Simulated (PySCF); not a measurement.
GaClBr2, SMILES [Ga]([Br])([Br])[Cl].

Geometry: B3LYP-D3(BJ)/def2-SVP.

The numbers are results of PBE/def2-TZVP (PySCF), not measurements.

Symmetry labels are those of the subgroup C2v that the program uses (full group C2v).

Computed valence orbital energies around the gap with their symmetry:
| orbital | symmetry | energy (eV) |
|---|---|---|
| HOMO−7 | A1 | -9.64 |
| HOMO−6 | B2 | -9.48 |
| HOMO−5 | B1 | -8.63 |
| HOMO−4 | B2 | -8.11 |
| HOMO−3 | B1 | -7.99 |
| HOMO−2 | A1 | -7.83 |
| HOMO−1 | A2 | -7.78 |
| HOMO | B2 | -7.54 |
| LUMO | A1 | -3.22 |
| LUMO+1 | B1 | -2.49 |
| LUMO+2 | A1 | 0.47 |
| LUMO+3 | B2 | 0.52 |
